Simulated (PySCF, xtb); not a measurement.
Be(Et) (C₂H₅Be), SMILES [Be+][CH2]C, charge +1.

xtb with GFN2-xTB at its own geometry gives an orbital gap of 1.79 eV.

Coordinates come from a B3LYP-D3(BJ)/def2-TZVP optimisation. The spin state was assumed, not searched. The isomer is the one that the SMILES or the coordinates give; other isomers of the formula were not compared.

Task: What does PBE/def2-TZVPD run with PySCF give? (Estimate from the structure and the level; the computed values follow.)

Result: gap 2.25 eV (levels -12.72 and -10.47 eV).
